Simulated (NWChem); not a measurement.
Species: CH₅Cl₂FSi₂; SMILES F[Si@H]([SiH](Cl)Cl)C

```xyz
11

C     -0.8619    -2.7097    -0.6271
Si     0.5460    -1.5567    -0.2309
F      0.9179    -1.6823     1.3529
Si    -0.0760     0.6781    -0.5921
Cl     1.3819     1.9493     0.1345
Cl    -1.8530     1.0012     0.4252
H     -1.0801    -2.6980    -1.7071
H     -0.6085    -3.7422    -0.3402
H     -1.7722    -2.4090    -0.0867
H      1.7766    -1.8834    -1.0096
H     -0.3136     1.0374    -2.0180
```
Atoms are numbered in this order, from 1.

All runs use the structure optimised with PBE0/def2-SVP.

Q: Give the principal values of the shielding tensors (ppm) of C1, Si2, F3, Si4, Cl5 from B3LYP/6-31G* (spherical d), GIAO (NWChem), with their diamagnetic and paramagnetic parts as GIAO splits them.

A: 
| atom | σ11 | σ22 | σ33 | isotropic | diamagnetic | paramagnetic |
|---|---|---|---|---|---|---|
| C1 | 176.4 | 194.0 | 200.5 | 190.3 | 252.6 | -62.3 |
| Si2 | 327.4 | 375.9 | 441.3 | 381.5 | 879.7 | -498.2 |
| F3 | 382.9 | 394.9 | 435.8 | 404.5 | 471.4 | -66.9 |
| Si4 | 320.4 | 387.5 | 390.1 | 366.0 | 881.2 | -515.2 |
| Cl5 | 753.4 | 946.5 | 1056.1 | 918.6 | 1147.9 | -229.3 |
